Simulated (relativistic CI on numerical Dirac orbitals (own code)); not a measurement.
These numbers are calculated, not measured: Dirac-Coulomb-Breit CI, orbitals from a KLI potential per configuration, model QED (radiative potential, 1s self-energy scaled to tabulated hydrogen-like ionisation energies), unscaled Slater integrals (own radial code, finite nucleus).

The strongest absorption lines from the ground level of an ion, among the configurations computed and to levels below about 455 eV (vacuum wavelength in nm, gf): 5.6237 (0.27), 5.9484 (5.2), 5.9796 (3), 6.0014 (1.9), 6.1011 (0.16), 7.8215 (1.8), 7.9520 (1), 7.9940 (0.6).

Question: Which ion is it?
A. Er XXXIV
B. Tb XXXI
C. W XL
D. Lu XXXVII

Answer: A. Er XXXIV has 35 electrons and the ground level 4s²4p⁵ ²P°3/2; the strongest line goes to 4s²4p⁴4d ²D5/2. The pattern of lines fixes the number of electrons, and along that sequence the line energies rise steadily with the charge (about as its square where n changes within one kind of shell, about linearly where n is kept but much faster in heavy ions where fine structure, which grows about as Z⁴, sets the gap, and irregularly where shells cross), which fixes Z. Configurations outside the model, such as inner-shell arrays, can give stronger lines. At this charge energies of transitions that change n are usually good to better than 1 %, and those within a shell (Δn = 0) to a few per cent.

LS names give the leading component of a level, which can be under half, so a name can repeat, a term be missing and a line seem to break the LS rules.
